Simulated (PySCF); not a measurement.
**TcS₃⁻: umbrella curve**

Method: PySCF, PBE0, basis Tc def2-SVPD with ECP28, S def2-SVPD (scalar-relativistic core potentials, no spin–orbit coupling, density fitting).

Rigid scan from the singlet minimum (Tc–S 2.103 Å (×3); S–Tc–S 120.0° (×3)). Coordinate: angle between each bond and the threefold axis, bonds fixed. Energies in kJ/mol from the minimum.

```
angle of the bonds to the threefold axis (°)  E (kJ/mol)  dipole size (D, about the centre of mass)
                                          55       263.5                                       1.75
                                          60       162.8                                       1.17
                                          65        95.5                                       0.76
                                          70        51.8                                       0.48
                                          75        24.8                                       0.29
                                          80         9.6                                       0.17
                                          85         2.2                                       0.08
                                          90         0.0                                       0.00
```
